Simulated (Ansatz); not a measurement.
`OC#CO` and `OC#CC[SiH3]` differ in one atom or group.

Ansatz, PBE0-D4/def2-TZVP geometries, multiplicity 1. Each molecule was computed in one conformer, which needn't be the lowest.

```tsv
property	`OC#CO`
LUMO energy (PBE0/def2-TZVPP) / eV	0.63
LUMO energy (B3LYP/def2-TZVPP) / eV	0.22
size of the dipole moment (B3LYP/def2-TZVPP) / D	2.02
zero-point energy (PBE0-D4/def2-TZVP) / kJ/mol	98.4
size of the dipole moment (PBE/def2-TZVPP) / D	1.96
HOMO energy (ωB97M-V/def2-TZVPP) / eV	-9.08
```

(1) What does the change do to each property? (Estimate.)

## Answers

(1) Ansatz gave: 
```tsv
property	`OC#CC[SiH3]`	shift
LUMO energy (PBE0/def2-TZVPP) / eV	0.47	-0.16
LUMO energy (B3LYP/def2-TZVPP) / eV	0.08	-0.14
size of the dipole moment (B3LYP/def2-TZVPP) / D	1.95	-0.07
zero-point energy (PBE0-D4/def2-TZVP) / kJ/mol	199.9	101.5
size of the dipole moment (PBE/def2-TZVPP) / D	2.00	0.04
HOMO energy (ωB97M-V/def2-TZVPP) / eV	-9.12	-0.04
```

With PBE0 the HOMO falls by 0.06 eV and the LUMO falls by 0.16 eV, so the gap narrows by about 0.10 eV. PBE moves the HOMO by -0.14 eV and ωB97M-V by -0.04 eV. The zero-point energy changes by 101.5 kJ/mol with +15 modes. Dipoles are sizes alone; their direction can turn.

B3LYP here is the variant with VWN-RPA as its local correlation; programs differ in this.
